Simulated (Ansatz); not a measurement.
Cost and result for the atomization energy of `CC(=O)OB(F)F` (10 atoms, 9 bonds).

Z-matrix (Å, degrees):
```
C
C 1 1.491
H 1 1.087 2 109.8
H 1 1.092 2 109.6 3 -121.5
H 1 1.092 2 109.6 3 121.3
O 2 1.190 1 126.8 3 -0.9
O 2 1.375 1 110.9 3 177.0
B 7 1.365 2 124.2 1 155.5
F 8 1.313 7 123.3 2 -24.0
F 8 1.315 7 117.6 2 160.1
```

The species carries charge 0 and has multiplicity 1. The structure was optimised at the PBE0-D4/def2-TZVP level. It is one conformer, not always the lowest. Program: Ansatz. All runs use 4 threads of a server CPU on a shared host. Times are those of one run each, without the atoms' runs, and a repeat can differ threefold. Electronic energies, without spin–orbit coupling; frozen cores. CCSD(T)/CBS adds CCSD(T) − MP2 in def2-TZVPP to the MP2 limit, and its time is that of the two runs behind it. T1 = 0.014. B3LYP takes the VWN-RPA correlation (the form of Gaussian; ORCA's B3LYP/G). HSE06 is the plane-wave form, built on full-range PBE exchange.

CCSD(T)/CBS is a level of theory with its own doubt, some kJ/mol a heavy atom from the limit and from the frozen cores, so smaller differences don't rank the functionals.

| level | functions | wall time |
| --- | --- | --- |
| PBE-D4/def2-TZVPP (with forces) | 259 | 4.5 s |
| PBE0-D4/def2-TZVPP | 259 | 5.5 s |
| BHLYP-D4/def2-TZVPP | 259 | 5.5 s |
| HSE06-D4/def2-TZVPP | 259 | 6 s |
| CAM-B3LYP-D4/def2-TZVPP | 259 | 6 s |
| B3LYP-D4/def2-TZVPP (with forces) | 259 | 8 s |
| r2SCANh-D4/def2-TZVPP | 259 | 9 s |
| B2PLYP/def2-TZVPP | 259 | 11 s |
| ωB97X-V/def2-TZVPP | 259 | 14 s |
| CCSD(T)/def2-SVP | 113 | 20 s |
| MP2/def2-QZVPP | 489 | 43 s |
| CCSD(T)/def2-TZVPP | 259 | 9.5 min |
| CCSD(T)/CBS(def2) | – | 10 min |

Task: What atomization energy does each give, and how far from CCSD(T)/CBS? (Estimate.)

Result: Computed: 
| level | atomization (kJ/mol) | difference from CCSD(T)/CBS | per bond |
| --- | --- | --- | --- |
| PBE-D4/def2-TZVPP (with forces) | 4849.3 | 175.0 | 19.5 |
| PBE0-D4/def2-TZVPP | 4703.5 | 29.2 | 3.2 |
| BHLYP-D4/def2-TZVPP | 4475.3 | -199.0 | -22.1 |
| HSE06-D4/def2-TZVPP | 4708.4 | 34.1 | 3.8 |
| CAM-B3LYP-D4/def2-TZVPP | 4717.1 | 42.8 | 4.8 |
| B3LYP-D4/def2-TZVPP (with forces) | 4672.6 | -1.7 | -0.2 |
| r2SCANh-D4/def2-TZVPP | 4673.5 | -0.8 | -0.1 |
| B2PLYP/def2-TZVPP | 4651.0 | -23.3 | -2.6 |
| ωB97X-V/def2-TZVPP | 4685.6 | 11.3 | 1.3 |
| CCSD(T)/def2-SVP | 4491.8 | -182.5 | -20.3 |
| MP2/def2-QZVPP | 4813.1 | 138.8 | 15.4 |
| CCSD(T)/def2-TZVPP | 4557.1 | -117.2 | -13.0 |
| CCSD(T)/CBS(def2) | 4674.3 | 0.0 | 0.0 |

From BLYP to BHLYP (50 % exact exchange), in def2-TZVPP and without D4, the atomization energy moves by −214.5 kJ/mol: exact exchange takes away binding that semilocal exchange gives to molecules. In def2-TZVPP, CCSD(T) changes the Hartree–Fock value by +1150.7 kJ/mol (the triples alone add +86.3 kJ/mol) and MP2 by +1337.0 kJ/mol; breaking electron pairs costs correlation energy, which Hartree–Fock lacks. Leaving LDA and LC-ωPBE aside and taking each functional with its dispersion term where it has one, the values spread over 374.0 kJ/mol, from BHLYP-D4 to PBE-D4. LDA lies +665.2 kJ/mol from PBE without D4, its usual overbinding.
